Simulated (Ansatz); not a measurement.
Gas-phase electronic energies from Ansatz, PBE0-D4/def2-TZVP geometries. CCSD(T)/CBS adds triple-zeta CCSD(T) − MP2 to the extrapolated MP2 energy (def2 sets, frozen cores). This one scheme is used for every species. DFT in def2-TZVPP. B3LYP here is the variant with VWN-RPA as its local correlation; programs differ in this. Each species was taken in one conformer, which may not be the lowest.

Reaction (ligand exchange at the Si–S bond): `[SiH3][SiH2]S[SiH3]` + `[NH2][AlH][OH]` → `[NH2][AlH][O][SiH2][SiH3]` + `[SiH3]S`

| species | B3LYP energy (Eh) |
| --- | --- |
| `[SiH3][SiH2]S[SiH3]` | -1271.64563 |
| `[NH2][AlH][OH]` | -375.00227 |
| `[NH2][AlH][O][SiH2][SiH3]` | -956.49397 |
| `[SiH3]S` | -690.17307 |

**Question.** Work out ΔE.

**Answer.** ΔE = (-956.49397) + (-690.17307) − (-1271.64563) − (-375.00227) = -0.01914 Eh = -12.0 kcal/mol. CCSD(T)/CBS gives -9.4 kcal/mol.

Largest T1 diagnostic among the species: 0.012.

From PBE to PBE0 (25 % exact exchange), in def2-TZVPP and without D4, ΔE moves by −0.8 kcal/mol. In def2-TZVPP, CCSD(T) changes the Hartree–Fock value by +5.2 kcal/mol (the triples alone add +1.0 kcal/mol) and MP2 by +6.7 kcal/mol. The D4 term adds +1.2 kcal/mol with B3LYP and +0.6 kcal/mol with PBE0; it sums over pairs of atoms, weighted by their polarisabilities, and B3LYP, whose exchange is more repulsive, gets the larger term.
